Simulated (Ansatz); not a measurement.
Molecule: C3H2F3, charge 0, multiplicity 2. It need not be the lowest isomer of its formula. SMILES: C=[C]C(F)(F)F
Coordinates optimised at B3LYP-D3(BJ)/def2-TZVP (Ansatz, a program for electronic structure):
```
C
C 1 1.3001
H 2 1.0846 1 122.08
H 2 1.0904 3 116.87 1 180.00
C 1 1.4745 2 137.15 3 180.00
F 5 1.3457 1 111.54 2 119.92
F 5 1.3457 6 107.45 1 -122.54
F 5 1.3547 6 107.21 7 -114.96
```
Charge 0, spin multiplicity 2.

Atomisation energy built up term by term with Ansatz (kcal/mol; UHF references for open shells; valence terms freeze the core; atomic spin-orbit terms are left out). CBS marks a two-point X^-3 extrapolation of the correlation energy; Hartree-Fock from the larger set.

The UHF reference is spin-contaminated (<S^2> 0.20 over the pure value in the largest basis). 

```json
[
 {"term": "Hartree-Fock", "basis": "cc-pVQZ", "kcal/mol": "(withheld)"},
 {"term": "CCSD correlation", "basis": "CBS(cc-pVTZ,cc-pVQZ)", "kcal/mol": "(withheld)"},
 {"term": "(T)", "basis": "CBS(cc-pVTZ,cc-pVQZ)", "kcal/mol": "19.04"},
 {"term": "core correlation", "basis": "cc-pwCVTZ", "kcal/mol": "3.27"},
 {"term": "scalar relativity (X2C)", "basis": "cc-pVTZ-DK against cc-pVTZ", "kcal/mol": "-0.97"},
 {"term": "sum: De", "basis": "", "kcal/mol": "(withheld)"}
]
```

**Question.** Fill in the missing entries.

**Answer.** 
- Hartree-Fock, kcal/mol: 550.00
- CCSD correlation, kcal/mol: 212.32
- sum: De, kcal/mol: 783.7
